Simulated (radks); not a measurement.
The numbers below are computed, except where a source is named.
Species: the vanadium ion V5+. Configuration: [Ne] 3s1 3p6 4s1 (not the ground configuration).

Level of theory: scalar-relativistic Kohn-Sham, PBE, spin-polarised, spherical densities, point nucleus; open shells are filled with parallel spins first (a radial shooting solver on a logarithmic mesh with Libxc functionals).

Energy parts (eV):
| part | energy |
|---|---|
| total | -25566.748 |
| kinetic | 25810.061 |
| electron-nucleus | -59246.265 |
| Hartree | 9019.979 |
| exchange-correlation | -1150.523 |

Orbitals (lengths in bohr, moments of r in powers of bohr; r(90%) holds 90 % of the orbital's charge):
| orbital | occ. | eigenvalue (eV) | <r^2> | r(90%) | <r^4> |
|---|---|---|---|---|---|
| 1s up | 1 | -5460.150 | 0.005937 | 0.119 | 0.00009073 |
| 1s down | 1 | -5459.501 | 0.005938 | 0.119 | 0.00009074 |
| 2s up | 1 | -699.2246 | 0.1120 | 0.478 | 0.02198 |
| 2s down | 1 | -698.6211 | 0.1119 | 0.478 | 0.02193 |
| 2p up | 3 | -599.7258 | 0.09226 | 0.449 | 0.01742 |
| 2p down | 3 | -599.1135 | 0.09220 | 0.449 | 0.01737 |
| 3s up | 1 | -155.4090 | 0.9067 | 1.31 | 1.268 |
| 3s down | 0 | -153.0640 | 0.9099 | 1.32 | 1.277 |
| 3p up | 3 | -127.8518 | 0.9840 | 1.39 | 1.564 |
| 3p down | 3 | -125.5892 | 0.9875 | 1.39 | 1.576 |
| 4s up | 1 | -56.1198 | 4.815 | 2.95 | 32.81 |
| 4s down | 0 | -53.8969 | 4.754 | 2.93 | 32.02 |

The highest occupied level is 4s up at -56.120 eV. The configuration is held as typed, so some empty levels lie below it. Summed over all electrons, <r^2> = 12.43 bohr^2, which gives a Langevin (diamagnetic) susceptibility term of -9.84 x 10^-6 cm^3/mol. The density falls to 0.001 e/bohr^3 at r = 3.22 bohr. Spin moment in Bohr magnetons: 2.
